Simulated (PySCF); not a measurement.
Si(H)(SeH)3 (H4Se3Si), SMILES [SeH][SiH]([SeH])[SeH]. Coordinates come from a PBE-D3(BJ)/def2-SVP optimisation. Other conformers were not sampled.

Question: Give the equilibrium geometry at PBE-D3(BJ)/def2-SVP (PySCF confirms it by a frequency run) as Cartesian coordinates in Å. (Estimate from the structure and the level; the computed values follow.)

Answer: Several could match; the one computed here: 
```xyz
8

Si     0.0241     0.6279    -0.1611
Se    -0.6287    -0.5587    -2.0209
Se    -1.3900     0.5576     1.6474
Se     2.0196    -0.2959     0.5005
H      0.0995     2.0944    -0.4816
H     -1.6737     0.4399    -2.3753
H     -1.3625    -0.9278     1.6786
H      2.5678    -0.2980    -0.8837
```
Charge 0, spin multiplicity 1.
